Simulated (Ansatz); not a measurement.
BHBr (SMILES [BH]Br): the vertical ionisation energy, rung by rung

BHBr has 3 atoms, charge 0, and is taken as a doublet. As SMILES, `[BH]Br`. The coordinates come from a PBE0-D4/def2-TZVP relaxation.

```xyz
3

B    -0.0945   -0.5230   -0.1157
Br    1.1810    0.5632    0.7098
H    -1.0974   -0.1050   -0.6073
```

Each level gives the vertical ionisation energy (to the singlet cation) (eV). The values are calculated.

| level | kind | program | value (eV) | less FCI/STO-3G | CPU time (all runs) |
| --- | --- | --- | --- | --- | --- |
| UHF/STO-3G | Hartree–Fock | Ansatz | 6.85 | +1.15 | 0.31 s |
| U-revPBE/STO-3G | GGA | Ansatz | 6.50 | +0.80 | 2.5 s |
| UBLYP/STO-3G | GGA | Ansatz | 6.31 | +0.61 | 2.4 s |
| UPBE/STO-3G | GGA | Ansatz | 6.49 | +0.79 | 2.5 s |
| UPBE0/STO-3G | global hybrid | Ansatz | 6.84 | +1.14 | 2.5 s |
| U-wB97M-V/STO-3G | range-separated hybrid | Ansatz | 6.57 | +0.87 | 30 s |
| UCCSD(T)/STO-3G | coupled cluster or CI | Ansatz | 5.70 | 0.00 | 0.73 s |
| UCCSD/STO-3G | coupled cluster or CI | Ansatz | 5.87 | +0.17 | 0.67 s |
| FCI/STO-3G | exact in the basis | Ansatz | 5.70 | 0.00 | 3 s |

FCI/STO-3G is exact within its basis and frozen core, so for wave-function methods in that basis the difference is their error; functionals converge differently with the basis, so for them it is only a difference. All-electron rows without a relativistic Hamiltonian named are non-relativistic. Spin-orbit coupling, which can split open shells on such heavy atoms by tenths of an eV, is left out. The values span 5.70 to 6.85 eV. All rows use very small basis sets, so none should be taken for the real molecule's value. In the correlated wave-function rows the outer d shell of Br is correlated, in sets not made for it. In so small a basis fixed costs decide the times, and correlated methods can beat functionals. Times are those of the runs behind each value, whatever else they computed, on shared processors of several kinds: orders of magnitude only.
